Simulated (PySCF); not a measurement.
C4H2BrCl, SMILES C#C/C(Br)=C\Cl. Atoms are numbered in the order given.

```xyz
8

C      2.6589     0.7466     0.0000
C      1.4834     0.4621     0.0000
C      0.0988     0.1081     0.0000
Br    -0.2904    -1.7419     0.0000
C     -0.9191     0.9805     0.0000
Cl    -0.6771     2.6779     0.0000
H      3.7035     1.0060     0.0000
H     -1.9611     0.6550     0.0000
```
Charge 0, spin multiplicity 1.

Geometry optimised at ωB97X-D3(BJ)/def2-SVP. The structure was generated by enumeration; whether it is a known compound was not checked.

Two levels are set side by side: PBE/pcSseg-1 (PySCF) and KT2/pcSseg-1 (PySCF). GIAO shifts against HCl (³⁵Cl), TMS (¹H), TMS (¹³C) at the same level; non-relativistic, no solvent, atoms listed together averaged. Without spin–orbit terms, shifts of atoms bonded to Cl or Br come out too high at both levels. Differences are taken from unrounded values.

| quantity | KT2 |
|---|---|
| δ(¹³C) of C1 (ppm) | 90.5 |
| δ(¹³C) of C2 (ppm) | 78.1 |
| δ(¹³C) of C3 (ppm) | 114.5 |
| δ(¹³C) of C5 (ppm) | 131.8 |
| δ(³⁵Cl) of Cl6 (ppm) | 281.8 |
| δ(¹H) of H7 (ppm) | 4.17 |
| δ(¹H) of H8 (ppm) | 6.64 |

Problem. What does PBE give, and how far is it from KT2? (The exact figures need the calculation; the answer reports its results.)

Solution. 
```
quantity                PBE  PBE minus KT2
--------------------  -----  -------------
δ(¹³C) of C1 (ppm)     97.4            7.0
δ(¹³C) of C2 (ppm)     84.4            6.3
δ(¹³C) of C3 (ppm)    122.6            8.1
δ(¹³C) of C5 (ppm)    140.0            8.2
δ(³⁵Cl) of Cl6 (ppm)  295.7           13.9
δ(¹H) of H7 (ppm)      3.93          -0.24
δ(¹H) of H8 (ppm)      6.76           0.12
```

Rough cost on one machine, each run with all the roots and properties that it gave: KT2 against PBE within a factor of 2.
